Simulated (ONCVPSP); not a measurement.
Before and after: ONCV potential for Cd (Z = 48)

Cd, optimised norm-conserving Vanderbilt (ONCV), made with ONCVPSP 4.0.1 (PBE, scalar-relativistic). Core [Kr], reference 4d10 5s2. Waves: 5s: rc 2.15 bohr, ncon 5, nbas 8, qcut 3 1/bohr, 1 projector; p scattering state at 0.39 Ha: rc 2.20 bohr, ncon 4, nbas 9, qcut 4.1 1/bohr, 1 projector; 4d: rc 1.30 bohr, ncon 4, nbas 7, qcut 6.2 1/bohr, local. Local part: the d channel. Core correction: none.

All-electron outer shells of the reference configuration (PBE, scalar-relativistic, ld1.x):

| shell | level (eV) | outermost node (bohr) | outermost maximum (bohr) |
| --- | --- | --- | --- |
| 4p | -66.97 | 0.43 | 0.84 |
| 4d | -11.73 | 0.42 | 0.98 |
| 5s | -5.66 | 1.07 | 2.35 |

Change: d: qcut 7.4.

Cutoffs: the cutoffs (Ha) at which the residual kinetic energy of the hardest occupied pseudo-wave falls to 1 and 0.1 mHa per electron; they do not see the model core or the augmentation charge, which bear on the density cutoff. Errors are all-electron minus pseudo energies relative to the spin-unpolarised reference configuration.

Q: What does the change do?

A: The potential gets softer (93 Ha and 108 Ha → 59 Ha and 98 Ha); both files keep a bound ghost (p, s); of the 3 tests that both files solve, the error grows in 0 and shrinks in 2 by more than 15 % and 0.3 meV (median size 12.0 → 7.2 meV).

```csv
quantity,base,changed
"cutoff, loose",93 Ha,59 Ha
"cutoff, tight",108 Ha,98 Ha
loose cutoff by channel,"s 4.7 Ha, d 93 Ha","s 4.7 Ha, d 59 Ha"
bound ghosts,"s, p","s, p"
GHOST(+) flags under 300 eV,none,none
tests with a reliable result,3 of 4,3 of 4
"error for 4d10 5s1, meV [ΔE 9.27 eV]",+3.2,+2.5
"error for 4d10 5s0, meV [ΔE 26.40 eV]",+27,+25
"error for 4d10 5s0 5p2, meV [ΔE 9.67 eV]",-12,+7.2
s: phases at 2.18 bohr within 0.05 rad from the reference energy up to (Ha; the scan ends near 5),0.7,1.1
p: phases at 2.23 bohr within 0.05 rad from the reference energy up to (Ha; the scan ends near 5),3.1,2.9
d: phases at 1.32 bohr within 0.05 rad from the reference energy up to (Ha; the scan ends near 5),4.1,4.9
```

 A true bound ghost makes a file unfit for plane-wave use even where its test errors are small: the radial tests pick states by their node count and pass the ghost by.
